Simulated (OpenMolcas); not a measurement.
Consider [Cu2(μ-OH)2(F)4]2-, a planar model complex in vacuum (2 bridging OH, bridge angle 96°, metal-metal distance 2.87 Å, Cu–OH 1.93 Å; typed geometry, not optimised).

```xyz
10

Cu    -1.4335     0.0000     0.0000
Cu     1.4335     0.0000     0.0000
O      0.0000     1.2908     0.0000
H      0.0000     2.2508     0.0000
O      0.0000    -1.2908     0.0000
H      0.0000    -2.2508     0.0000
F     -2.7700     1.3364     0.0000
F     -2.7700    -1.3364     0.0000
F      2.7700     1.3364     0.0000
F      2.7700    -1.3364     0.0000
```

### Question
Give the energies of the total-spin states at CASSCF(2,2) on the singly occupied d orbitals (ANO-RCC-VDZP on Cu, O, F and ANO-RCC-VDZ on H, scalar-relativistic DKH2, RICD, no spin-orbit coupling, OpenMolcas), and the exchange constant.

### Answer
Local spins 1/2 and 1/2.

| total S | E (cm⁻¹) | natural occupations, lowest and highest |
|---|---|---|
| 1 | 0.0 | 1.000, 1.000 |
| 0 | 19.0 | 0.981, 1.019 |

J = 9.5 cm⁻¹ (ferromagnetic).

J is defined by H = −2J S1·S2, so negative values are antiferromagnetic. Wave-function values come from the highest and lowest total spin; broken-symmetry values use Yamaguchi's formula with the computed ⟨S²⟩. The active space holds the singly occupied metal orbitals alone, without bridging-ligand orbitals. No row is a measured value.
